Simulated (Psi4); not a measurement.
indium atom (In), doublet (all electrons, no relativity); B3LYP/3-21G (Psi4).

The Psi4 input:
```
memory 2 GB

molecule {
0 2
  In    0.00000000    0.00000000    0.00000000
}

set basis 3-21g
set reference uks
set scf_type pk

energy('b3lyp')
print_variables()
```

What the program printed (banner, timings and long lists left out):

```
   => Loading Basis Set <=

    Name: 3-21G
    Role: ORBITAL
    Keyword: BASIS

         ---------------------------------------------------------
                                   SCF
               by Justin Turney, Rob Parrish, Andy Simmonett
                          and Daniel G. A. Smith
                              UKS Reference
         ---------------------------------------------------------

  ==> Geometry <==

    Molecular point group: d2h
    Geometry (in Angstrom), charge = 0, multiplicity = 2:

       Center              X                  Y                   Z               Mass
    ------------   -----------------  -----------------  -----------------  -----------------
         IN           0.000000000000     0.000000000000     0.000000000000   114.903878776000

  Running in d2h symmetry.

  Rotational constants: A = ************  B = ************  C = ************ [cm^-1]
  Rotational constants: A = ************  B = ************  C = ************ [MHz]
  Nuclear repulsion =    0.000000000000000

  Charge       = 0
  Multiplicity = 2
  Electrons    = 49
  Nalpha       = 25
  Nbeta        = 24

  ==> Algorithm <==

  SCF Algorithm Type is PK.
  DIIS enabled.
  MOM disabled.
  Fractional occupation disabled.
  Guess Type is CORE.
  Energy threshold   = 1.00e-06
  Density threshold  = 1.00e-06
  Integral threshold = 1.00e-12

  ==> Primary Basis <==

  Basis Set: 3-21G
    Blend: 3-21G
    Number of shells: 13
    Number of basis functions: 33
    Number of Cartesian functions: 33
    Spherical Harmonics?: false
    Max angular momentum: 2

  ==> DFT Potential <==

   => LibXC <=

    Version 7.1.2
    S. Lehtola, C. Steigemann, M. J. T. Oliveira, and M. A. L. Marques,  SoftwareX 7, 1–5 (2018) (10.1016/j.softx.2017.11.002)

   => Composite Functional: B3LYP <=

    B3LYP Hyb-GGA Exchange-Correlation Functional

    P. J. Stephens, F. J. Devlin, C. F. Chabalowski, and M. J. Frisch,  J. Phys. Chem. 98, 11623 (1994) (10.1021/j100096a001)

    Deriv               =              1
    GGA                 =           TRUE
    Meta                =          FALSE

    Exchange Hybrid     =           TRUE
    MP2 Hybrid          =          FALSE

   => Exchange Functionals <=

    0.0800   Slater exchange
    0.7200         Becke 88

   => Exact (HF) Exchange <=

    0.2000               HF

   => Correlation Functionals <=

    0.1900   Vosko, Wilk & Nusair (VWN5_RPA)
    0.8100   Lee, Yang & Parr

   => LibXC Density Thresholds  <==

[...]
   @S   Expected:                5.000000000E-01
   @S   Observed:                5.000000000E-01

    Orbital Energies [Eh]
    ---------------------

    Alpha Occupied:

[...]
       4B2u   -0.118572

    Alpha Virtual:

[...]
    Beta Occupied:

[...]
    Beta Virtual:

[...]
    Final Occupation by Irrep:
             Ag   B1g   B2g   B3g    Au   B1u   B2u   B3u
    DOCC [     9,    2,    2,    2,    0,    3,    3,    3 ]
    SOCC [     0,    0,    0,    0,    0,    0,    1,    0 ]
    NA   [     9,    2,    2,    2,    0,    3,    4,    3 ]
    NB   [     9,    2,    2,    2,    0,    3,    3,    3 ]

  @UKS Final Energy: -5717.57782252411380

   => Energetics <=

    Nuclear Repulsion Energy =              0.0000000000000000
    One-Electron Energy =               -7895.5526549234746199
    Two-Electron Energy =                2303.3190822720707729
    DFT Exchange-Correlation Energy =    -125.3442498727102077
    Empirical Dispersion Energy =           0.0000000000000000
    VV10 Nonlocal Energy =                  0.0000000000000000
    Total Energy =                      -5717.5778225241137989

  UHF NO Occupations:
  HONO-2 :    8 Ag 1.9999994
  HONO-1 :    9 Ag 1.9999816
  HONO-0 :    4B2u 1.0000000
  LUNO+0 :   10 Ag 0.0000184
  LUNO+1 :   11 Ag 0.0000006
  LUNO+2 :    4B1u 0.0000000
  LUNO+3 :    4B3u 0.0000000

Computation Completed

Properties will be evaluated at   0.000000,   0.000000,   0.000000 [a0]

Properties computed using the SCF density matrix

 Multipole Moments:

 ------------------------------------------------------------------------------------
     Multipole            Electronic (a.u.)      Nuclear  (a.u.)        Total (a.u.)
 ------------------------------------------------------------------------------------

 L = 1.  Multiply by 2.5417464519 to convert [e a0] to [Debye]
 Dipole X            :          0.0000000            0.0000000            0.0000000
 Dipole Y            :          0.0000000            0.0000000            0.0000000
 Dipole Z            :          0.0000000            0.0000000            0.0000000
 Magnitude           :                                                    0.0000000

 ------------------------------------------------------------------------------------

  Variable Map:
  ----------------------------------------------------------------------------
[...]
  Array Variable Map:
  ----------------------------------------------------------------------------
[...]
[...]
```
